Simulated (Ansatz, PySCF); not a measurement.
Species: Bi$_{2}$, charge 0, multiplicity 1. 
Geometry from a B3LYP-D3(BJ)/def2-TZVP (Ansatz, a first-principles code) optimisation:
```
Bi
Bi 1 2.6389
```

Total electronic energies in hartree. Cores are frozen in the correlated levels unless marked. No spin-orbit coupling. Frozen are the shells of the preceding noble gas and the d and f shells that filled before the atom's block. In def2 rows, elements after Kr have scalar-relativistic effective core potentials. CBS(X,Y): correlation extrapolated as X^-3; Hartree-Fock from the larger set.

The Hartree-Fock reference is unstable (checked in the largest basis), which strains HF and MP2. 

```
level                                       program  energy (Eh)
------------------------------------  -------------  -----------
HF/def2-TZVPPD                               Ansatz   -427.15177
RI-HF/def2-TZVPP                             Ansatz   -427.15102
TPSS/def2-TZVPD                               PySCF   -429.19057
TPSS-D3(BJ)/def2-TZVPD                PySCF + dftd3   -429.19309
PBE0/def2-TZVPD                              Ansatz   -429.31827
r2SCAN0/def2-TZVPD                           Ansatz   -429.39558
wB97X-V/def2-TZVPD                           Ansatz   -429.23912
B2GP-PLYP/def2-TZVPD                         Ansatz   -428.48765
MP2/CBS(def2-TZVPPD,def2-QZVPPD)             Ansatz    -427.3971
RI-MP2/def2-TZVPPD                           Ansatz   -427.36675
RI-MP2/def2-QZVPP                            Ansatz   -427.38492
SCS-MP2/def2-SVP                             Ansatz   -427.31041
CCSD/def2-SVP                                Ansatz   -427.32208
CCSD/CBS(def2-TZVPP,def2-QZVPP)              Ansatz    -427.3950
CCSD(T)/CBS(def2-TZVPPD,def2-QZVPPD)         Ansatz    -427.4141
```

Totals of different functionals don't rank their quality; only differences between species are comparable.
